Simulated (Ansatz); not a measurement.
Calculated with Ansatz (gas phase, PBE0-D4/def2-TZVP geometries, no zero-point term in ΔE). CCSD(T)/CBS adds triple-zeta CCSD(T) − MP2 to the extrapolated MP2 energy (def2 sets, frozen cores). This one scheme is used for every species. Functionals use def2-TZVPP. B3LYP here is the variant with VWN-RPA as its local correlation; programs differ in this. One conformer a species, not always the lowest.

Reaction (cleavage of the B–Si bond): `C[SiH2]B(N)F` + H₂S → `NB(F)S` + `C[SiH3]`

`C[SiH2]B(N)F`:

Cartesian coordinates in Å:
```
C 2.011 -0.277 -0.127
Si 0.340 0.268 -0.788
B -1.063 0.368 0.678
N -2.314 -0.236 0.583
F -0.790 1.047 1.809
H 1.953 -1.280 0.302
H 2.763 -0.288 -0.919
H 2.350 0.405 0.656
H -0.118 -0.675 -1.853
H 0.477 1.607 -1.433
H -3.007 -0.172 1.312
H -2.601 -0.766 -0.220
```

H₂S:

Cartesian coordinates in Å:
```
S 0.203 -0.487 0.324
H -0.326 -0.340 -0.899
H 0.123 0.828 0.576
```

`NB(F)S`:

Z-matrix (Å, degrees):
```
N
B 1 1.394
H 1 1.003 2 123.7
H 1 1.005 2 121.5 3 180.0
F 2 1.338 1 119.1 3 -180.0
S 2 1.825 1 121.3 3 0.0
H 6 1.341 2 94.7 1 180.0
```

`C[SiH3]`:

Cartesian coordinates in Å:
```
C -0.061 0.982 -0.086
Si 0.054 -0.878 0.077
H -1.103 1.305 -0.113
H 0.423 1.321 -1.005
H 0.427 1.476 0.757
H -0.608 -1.338 1.328
H 1.476 -1.317 0.115
H -0.608 -1.549 -1.074
```

```
             level  ΔE (kJ/mol)  difference from CCSD(T)/CBS
            PBE-D4        -72.5                          4.9
           PBE0-D4        -76.6                          0.8
          B3LYP-D4        -77.4                          0.0
            B2PLYP        -81.2                         -3.8
               PBE        -73.5                          3.9
            r2SCAN        -82.4                         -5.0
              PBE0        -77.8                         -0.4
     HF/def2-TZVPP        -88.6                        -11.2
    MP2/def2-TZVPP        -85.4                         -8.0
SCS-MP2/def2-TZVPP        -83.6                         -6.2
   CCSD/def2-TZVPP        -78.2                         -0.8
CCSD(T)/def2-TZVPP        -77.6                         -0.2
     HF/def2-QZVPP        -88.2                        -10.8
    MP2/def2-QZVPP        -85.1                         -7.7
SCS-MP2/def2-QZVPP        -83.4                         -6.0
      HF/CBS(def2)        -88.1                        -10.7
       CCSD(T)/CBS        -77.4                            0
```

Largest T1 diagnostic among the species: 0.012.

In def2-TZVPP, CCSD(T) changes the Hartree–Fock value by +11.0 kJ/mol (the triples alone add +0.5 kJ/mol) and MP2 by +3.2 kJ/mol. From PBE to PBE0 (25 % exact exchange), in def2-TZVPP and without D4, ΔE moves by −4.3 kJ/mol.
